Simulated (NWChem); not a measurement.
GaSiH5; SMILES [SiH3][GaH2]

All runs: NWChem. Structure relaxed at the B3LYP/6-31G* (spherical d) level.

Diagonal of the polarisability tensor at B3LYP/def2-SVPD, static: 62.54, 84.26, 51.29 bohr³.

Find the mean polarisability volume, the molar refraction, and the refractive index that an ideal gas of it would have at 273.15 K and 1 atm.


1. Mean: one third of the trace = 66.03 bohr³ × 0.14818 Å³/bohr³ = 9.78 Å³.
2. Molar refraction (Lorentz-Lorenz): (4π/3) N_A α = 24.7 cm³/mol.
3. Number density p/kT = 2.687 × 10⁻⁵ Å⁻³; n − 1 = 2π N α = 16.52 × 10⁻⁴.
4. These hold the electronic response alone: vibrational and orientational terms add to the static dielectric constant.
